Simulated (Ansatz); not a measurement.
Ideal-gas functions of `O[SiH2][SiH2]Br` at 800 K and 1 bar, from an Ansatz frequency run at PBE0-D4/def2-TZVP.

Molar mass 157.12 g/mol, point group C1 (symmetry number 1), electronic degeneracy 1, moments of inertia 108.832, 390.16, 473.689 u Å². Harmonic wavenumbers (cm⁻¹, unscaled): 48, 83, 195, 297, 377, 404, 447, 552, 657, 714, 769, 824, 880, 923, 933, 956, 2201, 2225, 2238, 2242, 3882.

Use S(trans) = R[1.5 ln M + 2.5 ln T − 1.1517]; rotational temperatures θ = 24.2544 K / I; S(rot) = R[ln(√π/σ · √(T³/θAθBθC)) + 1.5]; for each mode x = 1.438777 ν̃/T, S = R[x/(eˣ − 1) − ln(1 − e⁻ˣ)] and H = RT x/(eˣ − 1); 1 cm⁻¹ = 0.0119627 kJ/mol; R = 8.31446 J/(mol·K).

Task: By hand: the entropy, in J/(mol·K).

Result: Translation 192.4. Rotation: θ = 0.2229, 0.0622, 0.0512 K, giving 130.7. Vibration, mode by mode: 28.68, 24.14, 17.07, 13.63, 11.70, 11.15, 10.35, 8.71, 7.39, 6.78, 6.25, 5.77, 5.31, 4.99, 4.92, 4.76, 0.80, 0.77, 0.76, 0.75, 0.06, in all 174.8. Electronic 0.0. Sum 497.9 J/(mol·K).

Task: By hand: H − E and G − E in kJ/mol, counted from the electronic energy.

Result: Zero-point energy ½ × 21847 × 0.0119627 = 130.7; thermal vibration 65.6; translation, rotation and pV give 4 RT = 26.6. H − E = 222.9 kJ/mol, and G − E = 222.9 − 800 × 497.9/1000 = -175.4 kJ/mol.

Vibration gives 35 % of the entropy, 52.8 J/(mol·K) of it from the modes under 150 cm⁻¹: soft modes count most, and the harmonic formula is weakest for them. The sum counts one conformer and one mirror image; others add a mixing term.
